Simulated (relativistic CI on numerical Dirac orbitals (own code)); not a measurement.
**What each ingredient does to the levels of W51+**

Base calculation: Dirac-Coulomb-Breit CI, orbitals from a KLI potential per configuration, QED by a radiative potential, unscaled Slater integrals.

CI space (outside the closed core [Ne]): 3s2 3p6 3d5, 3s2 3p5 3d6, 3s2 3p4 3d7, 3s 3p6 3d6, 3p6 3d7, 3s 3p5 3d7, 3s2 3p6 3d4 4s, 3s2 3p6 3d4 4p, 3s2 3p4 3d6 4s, 3s2 3p5 3d5 4s, 3s2 3p6 3d4 4f, 3p6 3d6 4s, 3s2 3p6 3d3 4s2, 3s2 3p6 3d4 5s, 3p6 3d5 4s2. Levels of other configurations are missing.

Variants: (1) one mean potential for all configurations. Shifts of the energy above 3s2 3p6 3d5 4P_5/2, in eV, for the lowest level and the first level of each name with at least 55 % of one term (blank where a level changes its place among those of its configuration and J or its character, or is not in the variant):

```csv
Level,Base,Δ(1)
3s2 3p6 3d5 4P_5/2,0.000,0.000
3s2 3p6 3d5 2D_3/2,102.608,-0.002
3s2 3p6 3d5 4G_9/2,139.106,+0.074
3s2 3p6 3d5 2I_13/2,142.427,+0.073
3s2 3p6 3d5 4D_1/2,143.809,+0.066
3s2 3p6 3d5 2G_7/2,154.251,+0.053
3s2 3p6 3d5 4F_5/2,156.122,+0.048
3s2 3p6 3d5 2P_3/2,187.719,+0.001
3s2 3p5 3d6 4H°_13/2,445.988,-0.027
3s2 3p5 3d6 4I°_15/2,454.748,-0.027
```

At this charge energies of transitions that change n are usually good to better than 1 %, and those within a shell (Δn = 0) to a few per cent.

Ionisation energy from the two ground configurations alone: base 4705.99 eV. The NIST ASD value (semi-empirical) is 4709 eV.

LS names give the leading component of a level, which can be under half, so a name can repeat, a term be missing and a line seem to break the LS rules.
